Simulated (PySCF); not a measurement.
Members of the series SiXY, Y = methyl; each row names its spin state. Gas-phase values, no solvent. One relaxed conformer stands for each flexible species; it need not be the lowest. Strings in code marks are SMILES.

Quantity: adiabatic spin-state energy, in kcal/mol.

A: `C#C[Si]C`: multiplicity 3 minus multiplicity 1
B: `C[Si]N`: multiplicity 3 minus multiplicity 1
C: `C[Si]S`: multiplicity 3 minus multiplicity 1
D: `C[Si]F`: multiplicity 3 minus multiplicity 1
E: `CO[Si]C`: multiplicity 3 minus multiplicity 1
F: `C[SiH]`: multiplicity 3 minus multiplicity 1

**Question.** Order them by adiabatic spin-state energy (lowest first) at the level B3LYP/3-21G // PBE0-D3(BJ)/def2-SVP (PySCF).

**Answer.** F (20.8 kcal/mol), A (25.2 kcal/mol), C (35.6 kcal/mol), E (42.3 kcal/mol), D (42.6 kcal/mol), B (43.4 kcal/mol)
